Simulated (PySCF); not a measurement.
Species: C2H5AlBrN.
SMILES with atom numbers: `[CH:1]#[C:2][Al@@H-:3]([NH3+:4])[Br:5]` (hydrogens: H6 on C1; H7 on Al3; H8, H9, H10 on N4)

Level of theory: PBE0-D3(BJ)/def2-SVP geometry optimisation, gas phase in PySCF 2.14.0.

(1) Give the optimised bond lengths and angles.

Answers

(1) 
| bond | length (Å) | order |
| --- | --- | --- |
| C1≡C2 | 1.222 | triple |
| C2–Al3 | 1.932 | single |
| Al3–N4 | 2.039 | single |
| Al3–Br5 | 2.305 | single |
| C1–H6 | 1.076 | single |
| Al3–H7 | 1.586 | single |
| N4–H8, N4–H9, N4–H10 | 1.022 | single |

Bonds in one row agree within 0.01 Å and their mean is given. Orders are formal, as drawn. A selection of angles:
| angle | degrees |
| --- | --- |
| C2–C1–H6 | 179.1 |
| C1–C2–Al3 | 179.1 |
| C2–Al3–N4 | 98.9 |
| C2–Al3–Br5 | 115.0 |
| C2–Al3–H7 | 120.3 |
| N4–Al3–Br5 | 97.1 |
| N4–Al3–H7 | 103.6 |
| Br5–Al3–H7 | 115.9 |
| Al3–N4–H8 | 112.9 |
| Al3–N4–H9 | 108.9 |
| Al3–N4–H10 | 111.8 |
| H8–N4–H9 | 107.5 |

Al3 (aluminium bonded to Br, C, N and H) is distorted tetrahedral (angles from 97.1° to 120.3°). N4 (nitrogen bonded to Al and 3 H) is tetrahedral (angles from 107.3° to 112.9°).

Point group: C1 (no symmetry element, even within 0.4 Å). No PBE0-D3(BJ)/def2-SVP frequencies stand behind this structure, so it isn't proved a minimum.

Hardware: one thread, Arm Neoverse V2 (aarch64), no GPU, on a shared host. Cost: 63 s, 0.48 GiB resident at most. These figures are those of the optimisation.
